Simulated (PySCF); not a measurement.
A geometry optimisation, step by step.

Species: Si(NMeEt)2H2, C₆H₁₈N₂Si.
Bonds: Si1–N2, Si1–N14, N2–C3, N2–C4, C4–C5, N14–C15, N14–C16, C16–C17. Hydrogens: H26, H27 on Si1; H6, H7, H8 on C3; H9, H10 on C4; H11, H12, H13 on C5; H18, H19, H20 on C15; H21, H22 on C16; H23, H24, H25 on C17.

Computed by this run: PBE0-D3(BJ)/def2-SVP geometry optimisation, gas phase in PySCF 2.14.0; density fitting, grid level 1; the optimiser is geomeTRIC in internal coordinates, started from a GFN2-xTB structure with every atom displaced at random (about 0.03 Å). 4 of its 11 geometries are shown. The frame can shift and turn from step to step; on so coarse a grid that alone can change the energy by a few meV, and forces under 0.02 eV/Å are noise.

Step 0: E = -17349.4197 eV, largest atomic force 6.109 eV/Å
```
atom  x, y, z in Å  |  force x, y, z in eV/Å
Si1    -0.509   -0.092   -0.391   -5.362   2.884   0.497
N2     -0.496    0.440    1.242    1.406  -0.644  -0.410
C3      0.104   -0.409    2.191    4.150   0.625   0.153
C4     -1.384    1.326    1.800   -4.408   0.094   1.709
C5     -2.811    0.599    2.105    1.584   4.045   1.912
H6      0.599    0.220    3.004   -0.481  -0.564  -0.537
H7     -0.504   -1.116    2.680   -1.362  -1.345   0.758
H8      0.995   -0.954    1.709   -1.204   0.381   0.598
H9     -1.086    1.793    2.781    0.382  -0.298  -0.756
H10    -1.687    2.109    1.120    0.295   0.729  -0.550
H11    -3.550    1.327    2.548    0.457  -0.321  -0.665
H12    -3.186    0.165    1.255   -1.183  -1.153  -2.674
H13    -2.740   -0.126    2.855    0.480  -1.704   1.438
N14     0.982   -0.437   -0.836    5.418  -1.279  -1.852
C15     2.122    0.412   -0.581   -2.076   2.212   1.385
C16     1.254   -1.281   -1.955   -2.414  -1.978  -1.710
C17     1.113   -0.613   -3.347   -0.464  -1.805   0.117
H18     3.020   -0.119   -0.394    1.180  -1.003   0.403
H19     2.318    1.120   -1.397    0.020   0.130  -0.239
H20     1.837    1.042    0.326    0.680  -0.548  -0.853
H21     2.213   -1.749   -1.921    1.366  -0.261   0.485
H22     0.556   -2.200   -1.939    0.586   1.213   0.073
H23     1.278   -1.336   -4.202   -0.192   0.385   0.891
H24     0.096   -0.211   -3.447    0.115   0.360  -0.165
H25     1.885    0.115   -3.448    0.556   1.272  -0.254
H26    -1.189    1.194   -1.082    0.492  -1.169   0.414
H27    -1.379   -1.265   -0.657   -0.021  -0.257  -0.169
```

Step 3: E = -17350.9008 eV, largest atomic force 0.321 eV/Å
```
atom  x, y, z in Å  |  force x, y, z in eV/Å
Si1    -0.593   -0.024   -0.415   -0.010  -0.216   0.043
N2     -0.540    0.375    1.276   -0.059  -0.130  -0.110
C3      0.094   -0.541    2.196   -0.162  -0.013  -0.017
C4     -1.478    1.310    1.861    0.287   0.132  -0.057
C5     -2.820    0.724    2.260   -0.110  -0.102   0.027
H6      0.575    0.012    3.022    0.051   0.002   0.035
H7     -0.609   -1.272    2.649    0.046   0.037   0.007
H8      0.870   -1.113    1.669    0.037  -0.018   0.001
H9     -0.991    1.765    2.744   -0.053   0.032   0.037
H10    -1.627    2.138    1.146   -0.072  -0.047   0.015
H11    -3.474    1.504    2.677   -0.039  -0.004   0.039
H12    -3.333    0.281    1.390    0.022   0.031   0.026
H13    -2.712   -0.067    3.021   -0.008   0.050  -0.041
N14     1.024   -0.390   -0.928   -0.175   0.186  -0.007
C15     2.055    0.575   -0.620    0.161  -0.164  -0.187
C16     1.302   -1.319   -2.005    0.179   0.083   0.179
C17     1.215   -0.737   -3.410    0.006   0.051  -0.040
H18     2.999    0.058   -0.366    0.029   0.059   0.009
H19     2.270    1.273   -1.452    0.027   0.012   0.008
H20     1.755    1.175    0.251   -0.016  -0.005   0.016
H21     2.318   -1.732   -1.845   -0.051  -0.033  -0.018
H22     0.610   -2.173   -1.921   -0.050   0.005   0.019
H23     1.416   -1.512   -4.166    0.010   0.006  -0.011
H24     0.211   -0.326   -3.604   -0.018  -0.020   0.000
H25     1.941    0.077   -3.567   -0.006  -0.020   0.028
H26    -1.262    1.151   -1.057   -0.014   0.082   0.009
H27    -1.369   -1.256   -0.787   -0.014   0.004  -0.009
```

Step 7: E = -17350.9296 eV, largest atomic force 0.110 eV/Å
```
atom  x, y, z in Å  |  force x, y, z in eV/Å
Si1    -0.658    0.000   -0.459    0.109   0.008  -0.013
N2     -0.628    0.317    1.245   -0.068  -0.009   0.031
C3      0.014   -0.618    2.137    0.066   0.017   0.009
C4     -1.480    1.304    1.874    0.002  -0.040  -0.011
C5     -2.797    0.762    2.416    0.002   0.024   0.000
H6      0.597   -0.087    2.913   -0.010   0.004   0.001
H7     -0.692   -1.293    2.657   -0.015  -0.016   0.006
H8      0.720   -1.244    1.570   -0.009  -0.006  -0.002
H9     -0.916    1.787    2.696    0.008   0.012   0.000
H10    -1.693    2.097    1.139    0.007   0.021  -0.006
H11    -3.383    1.559    2.900    0.005   0.004  -0.002
H12    -3.406    0.338    1.602   -0.014  -0.013  -0.011
H13    -2.636   -0.030    3.163    0.003  -0.018   0.018
N14     0.966   -0.296   -0.998   -0.070   0.002  -0.030
C15     2.008    0.657   -0.709    0.027   0.040   0.041
C16     1.295   -1.309   -1.975   -0.021  -0.004  -0.026
C17     1.380   -0.810   -3.413   -0.011  -0.003   0.020
H18     2.942    0.146   -0.406   -0.004  -0.015  -0.002
H19     2.258    1.319   -1.561   -0.009  -0.007  -0.001
H20     1.701    1.299    0.131   -0.002   0.003  -0.002
H21     2.257   -1.779   -1.692    0.019  -0.006   0.007
H22     0.537   -2.108   -1.915    0.000  -0.007  -0.004
H23     1.657   -1.626   -4.099    0.001  -0.005   0.004
H24     0.411   -0.403   -3.741    0.005   0.003  -0.004
H25     2.133   -0.015   -3.522    0.007   0.004  -0.009
H26    -1.341    1.210   -1.022   -0.011   0.011  -0.026
H27    -1.399   -1.225   -0.910   -0.015  -0.005   0.014
```

Step 10: E = -17350.9310 eV, largest atomic force under 0.02 eV/Å
```
atom  x, y, z in Å  |  force x, y, z in eV/Å
Si1    -0.677    0.003   -0.478   -0.015   0.004   0.012
N2     -0.657    0.306    1.230   -0.004  -0.008  -0.012
C3      0.013   -0.611    2.119   -0.008   0.003  -0.001
C4     -1.494    1.301    1.864    0.008   0.013   0.000
C5     -2.791    0.767    2.460   -0.005  -0.008   0.006
H6      0.604   -0.065    2.879    0.001  -0.001   0.001
H7     -0.676   -1.289    2.660    0.004   0.003  -0.002
H8      0.713   -1.238    1.546    0.001   0.002   0.001
H9     -0.909    1.808    2.657    0.003  -0.004  -0.002
H10    -1.733    2.078    1.119    0.000  -0.005   0.002
H11    -3.360    1.574    2.947   -0.004  -0.001  -0.003
H12    -3.427    0.322    1.678    0.004   0.000   0.004
H13    -2.602   -0.009    3.219   -0.002   0.007  -0.003
N14     0.943   -0.285   -1.020    0.017   0.002  -0.003
C15     1.991    0.654   -0.702   -0.008  -0.015  -0.001
C16     1.284   -1.309   -1.983    0.004  -0.001   0.004
C17     1.428   -0.819   -3.418    0.003   0.000  -0.005
H18     2.912    0.127   -0.387    0.001   0.004   0.002
H19     2.263    1.318   -1.546    0.003   0.001   0.000
H20     1.675    1.294    0.136    0.000   0.001  -0.001
H21     2.227   -1.798   -1.667   -0.003   0.006   0.000
H22     0.508   -2.092   -1.946    0.003  -0.001   0.001
H23     1.716   -1.644   -4.088   -0.004   0.000  -0.002
H24     0.480   -0.396   -3.784    0.000   0.003   0.003
H25     2.199   -0.038   -3.506    0.001  -0.003   0.002
H26    -1.362    1.215   -1.039   -0.002  -0.003   0.001
H27    -1.421   -1.220   -0.930    0.002   0.002  -0.003
```

Task: Summarise the path.

Result: The energy falls by 34.85 kcal/mol from step 0 to step 10; nine tenths of that is first reached at step 2. It never rises by more than 0.2 meV. The largest force goes from 6.109 to under 0.02 eV/Å. Among the bonds Si1–N14 changes most, from 1.594 to 1.733 Å; the atoms move by 0.325 Å rms after alignment.

Task: Follow the three bonds and two angles with the largest change from start to end.

Result: 
```json
{"step": "0", "E above end (kcal/mol)": "34.85", "largest force (eV/Å)": "6.109", "Si1–N14 (Å)": "1.594", "Si1–H26 (Å)": "1.610", "C4–C5 (Å)": "1.631", "N2–C4–H9 (°)": "116.7", "C5–C4–H10 (°)": "101.3"}
{"step": "1", "E above end (kcal/mol)": "5.37", "largest force (eV/Å)": "2.155", "Si1–N14 (Å)": "1.686", "Si1–H26 (Å)": "1.538", "C4–C5 (Å)": "1.573", "N2–C4–H9 (°)": "112.5", "C5–C4–H10 (°)": "103.8"}
{"step": "2", "E above end (kcal/mol)": "1.36", "largest force (eV/Å)": "0.598", "Si1–N14 (Å)": "1.727", "Si1–H26 (Å)": "1.488", "C4–C5 (Å)": "1.523", "N2–C4–H9 (°)": "108.2", "C5–C4–H10 (°)": "108.8"}
{"step": "3", "E above end (kcal/mol)": "0.70", "largest force (eV/Å)": "0.321", "Si1–N14 (Å)": "1.736", "Si1–H26 (Å)": "1.497", "C4–C5 (Å)": "1.518", "N2–C4–H9 (°)": "107.7", "C5–C4–H10 (°)": "109.9"}
{"step": "4", "E above end (kcal/mol)": "0.42", "largest force (eV/Å)": "0.122", "Si1–N14 (Å)": "1.736", "Si1–H26 (Å)": "1.505", "C4–C5 (Å)": "1.525", "N2–C4–H9 (°)": "108.3", "C5–C4–H10 (°)": "109.3"}
{"step": "5", "E above end (kcal/mol)": "0.30", "largest force (eV/Å)": "0.116", "Si1–N14 (Å)": "1.737", "Si1–H26 (Å)": "1.501", "C4–C5 (Å)": "1.525", "N2–C4–H9 (°)": "108.5", "C5–C4–H10 (°)": "109.2"}
{"step": "6", "E above end (kcal/mol)": "0.11", "largest force (eV/Å)": "0.154", "Si1–N14 (Å)": "1.738", "Si1–H26 (Å)": "1.501", "C4–C5 (Å)": "1.525", "N2–C4–H9 (°)": "108.6", "C5–C4–H10 (°)": "109.1"}
{"step": "7", "E above end (kcal/mol)": "0.03", "largest force (eV/Å)": "0.110", "Si1–N14 (Å)": "1.737", "Si1–H26 (Å)": "1.499", "C4–C5 (Å)": "1.524", "N2–C4–H9 (°)": "108.7", "C5–C4–H10 (°)": "109.0"}
{"step": "8", "E above end (kcal/mol)": "0.00", "largest force (eV/Å)": "0.045", "Si1–N14 (Å)": "1.735", "Si1–H26 (Å)": "1.500", "C4–C5 (Å)": "1.524", "N2–C4–H9 (°)": "108.7", "C5–C4–H10 (°)": "109.1"}
{"step": "9", "E above end (kcal/mol)": "0.01", "largest force (eV/Å)": "0.044", "Si1–N14 (Å)": "1.733", "Si1–H26 (Å)": "1.501", "C4–C5 (Å)": "1.524", "N2–C4–H9 (°)": "108.8", "C5–C4–H10 (°)": "109.1"}
{"step": "10", "E above end (kcal/mol)": "0.00", "largest force (eV/Å)": "under 0.02", "Si1–N14 (Å)": "1.733", "Si1–H26 (Å)": "1.501", "C4–C5 (Å)": "1.524", "N2–C4–H9 (°)": "108.8", "C5–C4–H10 (°)": "109.1"}
```

The cost below is that of the whole optimisation. On one thread of an Intel Xeon at 2.50 GHz, no GPU (shared host), this took 14 min wall, 12 min CPU and 1.2 GiB of memory at its peak.
